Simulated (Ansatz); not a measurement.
CH7BrSi2, SMILES `[SiH3]C[SiH2]Br`, charge 0, multiplicity 1.

Question: Give a relaxed structure at PBE0-D4/def2-TZVP (the Gaussian-basis code of Ansatz). (An estimate is asked.)

Answer: Ansatz gave: 
Cartesian coordinates in Å:
```
Si 0.6100 0.0961 -1.5375
C -0.7034 -0.0346 -0.2023
Si -0.0271 -0.0612 1.5266
Br -1.6864 -0.2123 3.0072
H 1.5413 -1.0599 -1.4538
H -0.0179 0.1083 -2.8846
H 1.3935 1.3476 -1.3631
H -1.3912 0.8120 -0.2973
H -1.2861 -0.9471 -0.3655
H 0.8530 -1.2349 1.7393
H 0.7143 1.1858 1.8310
```
Point group Cs.
This is one stationary point; other conformers may exist.
